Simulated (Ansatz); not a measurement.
Relaxing a trial structure of C2H5In−

The starting geometry of this gas-phase doublet was optimised with GFN2-xTB.

```xyz
8

C     1.1562   -0.6553    0.2292
C    -0.1604   -0.2916   -0.2249
In   -0.2005    0.0217    2.4002
H    -0.8031   -1.0767   -0.6189
H     1.4522   -1.7005    0.1594
H     1.9640    0.0495    0.0618
H    -0.2824    0.6716   -0.7088
H     0.2666    2.2891    2.7288
```

Q: Predict what becomes of its bonds when it is optimised with PBE0-D3(BJ)/def2-SVPD.

A: A new bond forms, giving a structure given below by its coordinates. Contacts that close: In3–H8 (2.34 → 1.90 Å).

The energy falls by 0.60 eV over 9 steps:

```json
{"step": "1", "E − E(last) (eV)": "0.598"}
{"step": "2", "E − E(last) (eV)": "0.249"}
{"step": "3", "E − E(last) (eV)": "0.101"}
{"step": "4", "E − E(last) (eV)": "0.029"}
{"step": "5", "E − E(last) (eV)": "0.006"}
{"step": "6", "E − E(last) (eV)": "0.001"}
{"step": "7", "E − E(last) (eV)": "0.000"}
{"step": "8", "E − E(last) (eV)": "0.000"}
{"step": "9", "E − E(last) (eV)": "0.000"}
```

Final geometry (Å):

| atom | x (Å) | y (Å) | z (Å) |
| --- | --- | --- | --- |
| C | 1.1647 | -0.5874 | 0.1595 |
| C | -0.1010 | -0.2431 | -0.2823 |
| In | -0.2303 | 0.0219 | 2.4628 |
| H | -0.8538 | -1.0040 | -0.4957 |
| H | 1.4490 | -1.6307 | 0.3081 |
| H | 1.9464 | 0.1651 | 0.2751 |
| H | -0.3516 | 0.7905 | -0.5269 |
| H | 0.3694 | 1.7956 | 2.1262 |

Frequencies at the end are all real (lowest 138 cm⁻¹). Open shells are spin-unrestricted. Atoms past krypton carry core potentials, without spin–orbit terms. Run with Ansatz 0.2.0, 2.5 min on 2 threads of Intel(R) Xeon(R) Processor @ 2.50GHz (Skylake/Cascade Lake) (shared host).
